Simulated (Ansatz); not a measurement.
Species: sum formula AlN$_{2}$H$_{4}$F, charge 0, multiplicity 1. SMILES: [NH2][Al]([NH2])[F]
Coordinates optimised at B3LYP-D3(BJ)/def2-TZVP (Ansatz, an electronic-structure program):
```
Al
F 1 1.6569
N 1 1.7617 2 118.11
H 3 1.0068 1 125.59 2 180.00
H 3 1.0072 4 110.45 1 180.00
N 1 1.7617 2 118.11 3 -180.00
H 6 1.0068 1 125.59 2 180.00
H 6 1.0072 7 110.45 1 180.00
```

Property: vertical triplet-singlet gap (E(triplet) - E(singlet); each state is the SCF solution reached for its spin), in eV. Correlated levels leave the core frozen unless marked. UHF or UKS for open shells. No spin-orbit coupling. No relativistic terms. CBS(X,Y): correlation extrapolated as X^-3; Hartree-Fock from the larger set. The bracket is a focal-point correction in the basis named.

```tsv
level	program	vertical triplet-singlet gap (eV)
r2SCAN/def2-TZVPD	Ansatz	4.92
B3LYP/def2-TZVPD	Ansatz	4.99
PBE0/def2-TZVPD	Ansatz	5.10
BHLYP/def2-TZVPD	Ansatz	5.35
```

Task: Predict the RI-MP2/CBS(aug-cc-pV(T+d)Z,aug-cc-pV(Q+d)Z)+[CCSD(T)-MP2]/aug-cc-pV(T+d)Z result (Ansatz).

Result: 5.63 eV
